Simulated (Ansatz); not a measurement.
Ansatz (a program for electronic structure) input (B3LYP-D3(BJ)/def2-TZVP):

Ansatz 0.2 input:
```yaml
crystal:
  periodic: [false, false, false]
  atoms:
    - {symbol: Si, position_ang: [1.46997837, -0.73598700, 0.05243961]}
    - {symbol: F, position_ang: [1.98126755, 0.66038957, 0.60841084]}
    - {symbol: N, position_ang: [-0.15743266, -0.15995944, -0.64588860]}
    - {symbol: Si, position_ang: [-1.38403456, 0.77346095, 0.49255355]}
    - {symbol: H, position_ang: [1.11878374, -1.60473224, 1.14994931]}
    - {symbol: H, position_ang: [2.26777994, -1.13282870, -1.08460813]}
    - {symbol: H, position_ang: [0.04104646, 0.46182137, -1.43124270]}
    - {symbol: H, position_ang: [-2.45452953, 1.04492126, -0.45965881]}
    - {symbol: H, position_ang: [-0.59106125, 1.91337285, 0.92024271]}
    - {symbol: H, position_ang: [-1.66424667, -0.25550120, 1.48491969]}
    - {symbol: H, position_ang: [-0.64712227, -0.95325605, -1.05725715]}
basis:
  gaussian:
    orbitals: def2-TZVP
hamiltonian:
  xc: b3lyp
  dispersion: d3bj
total_charge: 1
relax: {f_tol: 0.002, max_steps: 150}
```

End of the output:

```
reference -20075.65474988 eV, -737.7667042905 hartree; 25, 25 occupied and 153, 153 virtual orbitals, 1141 factors
relax step  20: F+E_penalty+E_count = -20076.08503516 eV  Δ(F+E_penalty+E_count) = -3.096e-6 eV  max|allowed force component| = 2.247e-3 eV/Å  Δτ_max = 0.0035 Å  (22 SCF iters, accepted)
these checks for a lower state are left out or cut short: starts, cluster_reference, orbital_swaps, neighbouring_geometries, increment
integrals: 0.10 GiB planned
1141 factors; their error is unknown
mean field: 0.85 GiB planned
mean field -20075.65445485 eV, -737.7666934485 hartree, gradient 7.4e-5 eV, S^2 0.000000; 0 other end points of the search recorded, 0 dependent functions left out
the calculation of the forces begins
reference -20075.65474180 eV, -737.7667039935 hartree; 25, 25 occupied and 153, 153 virtual orbitals, 1141 factors
relax step  21: F+E_penalty+E_count = -20076.08503630 eV  Δ(F+E_penalty+E_count) = -1.141e-6 eV  max|allowed force component| = 9.205e-4 eV/Å  Δτ_max = 0.0010 Å  (18 SCF iters, accepted)
integrals: 0.10 GiB planned
1141 factors; their error is unknown
mean field: 0.85 GiB planned
mean field evaluation 160: about -20075.5987 eV, gradient 2.0e-1 eV
mean field -20075.65445485 eV, -737.7666934485 hartree, gradient 7.4e-5 eV, S^2 0.000000; 1 other end points of the search recorded, 0 dependent functions left out
the calculation of the forces begins
reference -20075.65474180 eV, -737.7667039935 hartree; 25, 25 occupied and 153, 153 virtual orbitals, 1141 factors
Total energy: -20076.08532325 eV, -737.7825275699 hartree
Atom 0 at     1.422410    -0.751305     0.078300 Å, force    -0.000734     0.000513    -0.000469 eV/Å
Atom 1 at     1.807436     0.474249     0.999181 Å, force     0.000121    -0.000140     0.000143 eV/Å
Atom 2 at    -0.155288    -0.142157    -0.700693 Å, force     0.000921    -0.000260    -0.000317 eV/Å
Atom 3 at    -1.315255     0.823753     0.448719 Å, force    -0.000684    -0.000145     0.000142 eV/Å
Atom 4 at     1.015325    -1.922568     0.854809 Å, force     0.000377    -0.000162     0.000005 eV/Å
Atom 5 at     2.377478    -0.941715    -1.013408 Å, force     0.000244    -0.000085     0.000209 eV/Å
Atom 6 at     0.062610     0.447110    -1.509053 Å, force    -0.000139    -0.000191    -0.000017 eV/Å
Atom 7 at    -2.592551     0.812930    -0.274978 Å, force     0.000023     0.000258    -0.000096 eV/Å
Atom 8 at    -0.671465     2.135583     0.557090 Å, force     0.000171     0.000170    -0.000017 eV/Å
Atom 9 at    -1.300667     0.016103     1.674495 Å, force    -0.000001    -0.000063     0.000205 eV/Å
Atom 10 at    -0.669605    -0.940283    -1.084602 Å, force    -0.000299     0.000103     0.000212 eV/Å
Dipole moment:    -0.461388    -0.307736    -0.649938 e Å
```

It need not be the lowest isomer of its formula.
